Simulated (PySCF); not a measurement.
Simulated absorption spectrum

Compound: C3H8OSSi.
Geometry (GFN2-xTB, Å), atoms numbered from 1 in this order:
```
atom  x, y, z in Å
C1    -2.517    0.210   -0.969
C2    -2.024   -0.089    0.223
Si3   -0.222    0.077    0.717
O4     0.356   -1.207    1.533
S5     0.892    0.360   -1.109
C6     2.573    0.343   -0.414
H7    -1.879    0.565   -1.763
H8    -3.565    0.108   -1.207
H9    -2.698   -0.442    0.995
H10    0.091    1.146    1.653
H11    0.297   -2.098    1.195
H12    3.261    0.377   -1.252
H13    2.711    1.215    0.218
H14    2.723   -0.566    0.159
```

Method used: TDDFT wB97X-D/def2-SVPD, vertical, gas phase, core orbitals frozen in the response in PySCF 2.14.0, density-fitted response routines.

Broadening: Gaussians 0.3 eV wide at half height, area fixed by f = 4.319×10⁻⁹ ∫ε dν̃. The width is an assumption, not a result. The curve ends short of the highest state used, and states not computed would add to its high-energy end.

E (eV), ε (L mol⁻¹ cm⁻¹) and a bar:
```
     5.15          2 
     5.18          4 
     5.21          9 
     5.24         18 
     5.27         33 
     5.30         59 
     5.33        100 #
     5.36        160 #
     5.39        241 #
     5.42        344 ##
     5.45        465 ###
     5.48        594 ###
     5.51        718 ####
     5.54        822 #####
     5.57        889 #####
     5.60        911 #####
     5.63        882 #####
     5.66        809 #####
     5.69        703 ####
     5.72        579 ###
     5.75        455 ###
     5.78        345 ##
     5.81        260 #
     5.84        204 #
     5.87        180 #
     5.90        185 #
     5.93        217 #
     5.96        267 ##
     5.99        329 ##
     6.02        391 ##
     6.05        444 ###
     6.08        479 ###
     6.11        490 ###
     6.14        476 ###
     6.17        441 ###
     6.20        392 ##
     6.23        341 ##
     6.26        303 ##
     6.29        290 ##
     6.32        320 ##
     6.35        409 ##
     6.38        574 ###
     6.41        830 #####
     6.44       1187 #######
     6.47       1645 #########
     6.50       2185 #############
     6.53       2771 ################
     6.56       3346 ###################
     6.59       3847 ######################
     6.62       4219 ########################
     6.65       4432 #########################
     6.68       4499 ##########################
     6.71       4487 ##########################
     6.74       4509 ##########################
     6.77       4706 ###########################
     6.80       5224 ##############################
```

Problem. Where are the band maxima, and which computed states make them?

Solution. 221 nm (5.60 eV), ε about 910, made up of S1 (100%); 203 nm (6.11 eV), ε about 490, made up of S2 (99%); 185 nm (6.68 eV), ε about 4500, made up of S4 (90%) (hardly more than a shoulder) (ε in L mol⁻¹ cm⁻¹; maxima over ε = 5, shares over 10%). At its high-energy end, 6.80 eV, the curve is still rising (ε about 5200, from S4, S5 and S6). The states used: S1 5.60 eV (f 0.010); S2 6.11 eV (f 0.0054); S3 6.48 eV (f 0.0016); S4 6.65 eV (f 0.047); S5 7.00 eV (f 0.050); S6 7.05 eV (f 0.136); S7 7.35 eV (f 0.090); S8 7.40 eV (f 0.046).

Problem. What would ε be at 6.68 eV, the highest of these maxima, with half the width (0.15 eV)?

Solution. About 7660 L mol⁻¹ cm⁻¹ against 4500, a factor of about 1.7; a lone state at its own centre would give exactly 2.

Problem. On this curve, what absorbance would a 10⁻⁴ mol/L sample give at 193 nm over a 1 cm path?

Solution. 193 nm is 6.424 eV, where ε is about 980 L mol⁻¹ cm⁻¹, so A = ε c l ≈ 0.098 (Beer–Lambert, with the gas-phase spectrum and the assumed width).

Problem. Coming from long wavelengths, where does ε first pass 100 L mol⁻¹ cm⁻¹?

Solution. At about 233 nm (5.33 eV), 0.27 eV below S1.

One conformer stands for the species.
